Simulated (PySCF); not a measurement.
Species: 1,3,5-trifluorobenzene, C6H3F3.
Bonds: F1–C2, C2–C3 (aromatic), C3–C4 (aromatic), C4–F5, C4–C6 (aromatic), C6–C7 (aromatic), C7–F8, C7–C9 (aromatic), C2–C9 (aromatic). Hydrogens: H10 on C3; H11 on C6; H12 on C9.

The geometry is computed with GFN2-xTB (gas phase).

(1) What internal coordinates does the optimisation give?

Results:

(1) 
| bond | length (Å) |
| --- | --- |
| F1–C2, C4–F5, C7–F8 | 1.340 |
| C2–C3 and 5 like bonds | 1.384 |
| C3–H10, C6–H11, C9–H12 | 1.077 |

Bonds in one row agree within 0.01 Å and their mean is given. A selection of angles:
| angle | degrees |
| --- | --- |
| F1–C2–C3 | 118.8 |
| C3–C2–C9 | 122.4 |
| C2–C3–C4 | 117.6 |

The 6-membered ring C2–C3–C4–C6–C7–C9 has internal angles of 117.6° to 122.4°; it is planar, 0.00 Å rms from its mean plane, widest ring torsion 0°. The 9 heavy atoms lie in one plane (0.001 Å rms). All 3 C–F bonds measure 1.340 Å. All 6 C–C bonds measure 1.384 Å.

Point group: D3h (tolerance 0.08 Å). Stationary, but not proved a minimum.
